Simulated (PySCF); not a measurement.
Si(OH)(SiH3) (H4OSi2), SMILES [Si](O)[SiH3] (connectivity only; charge and spin as stated), neutral, multiplicity 1.

The structure is a stationary point at PBE-D3(BJ)/def2-TZVP. One conformer was computed; it need not be the lowest.

The numbers are results of HF/def2-TZVPD run with PySCF, not measurements.

Symmetry labels are those of the subgroup Cs that the program uses (full group Cs).

Computed valence orbital energies around the gap with their symmetry:
```tsv
orbital	symmetry	energy (eV)
HOMO−7	A'	-20.34
HOMO−6	A'	-19.57
HOMO−5	A'	-16.44
HOMO−4	A"	-14.62
HOMO−3	A'	-13.30
HOMO−2	A"	-13.06
HOMO−1	A'	-12.74
HOMO	A'	-8.48
LUMO	A"	0.55
LUMO+1	A'	1.62
LUMO+2	A'	1.90
LUMO+3	A'	2.30
```
